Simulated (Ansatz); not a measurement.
Cost and result for the atomization energy of CH₃FOSn (7 atoms, 5 bonds).

Cartesian coordinates in Å:
```
F -1.3780 1.6411 1.6290
C -0.4255 1.0571 0.9393
O -0.6450 0.1215 0.2442
Sn 1.2237 -0.9471 -1.0457
H 0.5437 1.5418 1.0986
H 0.1058 -0.9345 -2.4144
H 0.5753 -2.4799 -0.4512
```

The species carries charge 0 and has multiplicity 1. Correlated methods include outer-core shells of Sn, which these sets cover unevenly. Sn: def2 effective core potential. The bonds changed during the relaxation, so this is another structure than the one it started from. Geometry: relaxed with PBE0-D4/def2-TZVP. Program: Ansatz. All runs use 2 threads of an Arm Neoverse V1 on a shared host. Times are those of one run each, without the atoms' runs, and a repeat can differ threefold. Electronic energies, without spin–orbit coupling; frozen cores. CCSD(T)/CBS adds CCSD(T) − MP2 in def2-TZVPP to the MP2 limit, and its time is that of the two runs behind it. T1 = 0.016. With those shells the extrapolation isn't a true limit.

CCSD(T)/CBS is a level of theory with its own doubt, some kJ/mol a heavy atom from the limit and from the frozen cores, so smaller differences don't rank the functionals.

```csv
level,functions,wall time,atomization (kJ/mol),difference from CCSD(T)/CBS,per bond
LDA (SPW92)/def2-TZVPP,185,1.3 s,2695.0,426.1,85.2
revPBE-D4/def2-TZVPP,185,2.2 s,2265.8,-3.1,-0.6
PBE-D4/def2-TZVPP (with forces),185,2.6 s,2342.1,73.2,14.6
PBE0-D4/def2-TZVPP,185,3 s,2248.6,-20.3,-4.1
r2SCANh-D4/def2-TZVPP,185,4.9 s,2237.8,-31.1,-6.2
CCSD(T)/def2-SVP,83,5.5 s,2131.1,-137.8,-27.6
B2PLYP/def2-TZVPP,185,6 s,2236.6,-32.3,-6.4
PBE-QIDH/def2-TZVPP,185,6 s,2215.2,-53.7,-10.7
ωB97X-V/def2-TZVPP,185,9 s,2274.9,6.0,1.2
B97M-V/def2-TZVPP,185,12 s,2290.2,21.3,4.3
MP2/def2-QZVPP,343,18 s,2286.1,17.2,3.4
CCSD(T)/def2-TZVPP,185,2 min,2200.4,-68.5,-13.7
CCSD(T)/CBS(def2),–,2.3 min,2268.9,0.0,0.0
```

From BLYP to BHLYP (50 % exact exchange), in def2-TZVPP and without D4, the atomization energy moves by −144.0 kJ/mol: exact exchange takes away binding that semilocal exchange gives to molecules. At CCSD(T), def2-SVP lies −137.8 kJ/mol from the extrapolated value and def2-TZVPP −68.4 kJ/mol: correlation converges slowly with the basis, and small sets miss more of it in the bonded molecule than in its fragments. In def2-TZVPP, CCSD(T) changes the Hartree–Fock value by +708.2 kJ/mol (the triples alone add +49.9 kJ/mol) and MP2 by +752.8 kJ/mol; breaking electron pairs costs correlation energy, which Hartree–Fock lacks.

Spin–orbit coupling would lower the free Sn atoms strongly, and the atomization energy with them, by more than many differences here. For some Ge, Se and Sn compounds the MP2-based and the directly extrapolated limit differ by 10 to 25 kJ/mol.
